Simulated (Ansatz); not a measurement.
K2S, relaxed as a singlet with RKS r2SCAN-D4/def2-TZVP in Ansatz, starting from the GFN2-xTB geometry. Force threshold 0.02 eV/Å.

The structure comes from a short search, and lower isomers may exist.

Start:

```xyz
3

K     0.150   -1.893   -1.802
K     0.581    1.659    1.943
S    -0.730    0.234   -0.141
```

(1) Estimate the energy that the relaxation releases and the steps that it takes.

(2) Does the start keep its bonding and symmetry?

(3) Predict the relaxed structure.

Results:

(1) 0.07 eV, in 9 steps; 22 s on 4 threads of Arm Neoverse V1 on a shared host. The force fell under the threshold at step 7, but the optimiser went on. No frequencies were taken in this run, so the end may be a saddle point.

(2) By distances, no bond broke or formed. The bond that changes most is K2–S3, from 2.85 to 2.74 Å (atoms count from 1). Point group C2v at the start, D∞h at the end, both within 0.05 Å; within 0.015 Å the end is C∞v.

(3) 
Cartesian coordinates in Å:
```
K -0.217 -1.884 -1.981
K 0.237 1.878 1.985
S -0.020 0.007 -0.004
```
Bond lengths (bridged metal pairs left out): 2 × K–S 2.74 Å.
